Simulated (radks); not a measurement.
Results of a calculation; reference values are marked as such.
Valence configurations of neutral praseodymium (all share [Xe]). Code: a radial shooting solver on a logarithmic mesh with Libxc functionals. Model: Dirac Kohn-Sham, LDA (Slater exchange, Perdew-Wang correlation), spin-unpolarised, spherical densities, finite nucleus; open shells are shared between the two j in proportion to 2j + 1; Fermi nuclear charge, rms radius 4.8919 fm. Energies are relative to 4f3 6s2; eigenvalues in eV.

valence          E (eV)  e(4f5/2)  e(4f7/2)  e(5d3/2)  e(5d5/2)  e(6p1/2)
4f3 6s2           0.000    -1.629    -1.287         -         -         -
4f2.5 5d0.5 6s2   0.078    -3.947    -3.579    -2.741    -2.552         -
4f2 5d1 6s2       1.169    -6.659    -6.266    -3.259    -3.042         -
4f3 5d1 6s1       1.577    -0.575    -0.237    -1.585    -1.446         -
4f3 6s1 6p1       2.354    -2.771    -2.427         -         -    -1.963
4f2 6s2 6p1       3.493    -9.749    -9.352         -         -    -2.418
4f3 6p2           4.848    -3.827    -3.482         -         -    -2.404
4f2 6s1 6p2       6.505   -10.837   -10.440         -         -    -2.858

NIST lists [Xe] 4f3 6s2 as the ground configuration; this level of theory agrees among the configurations tried. The energies are those of spherical spin-averaged densities, not of single terms. No valid solution was reached for [Xe] 4f4 6s1; [Xe] 4f5.
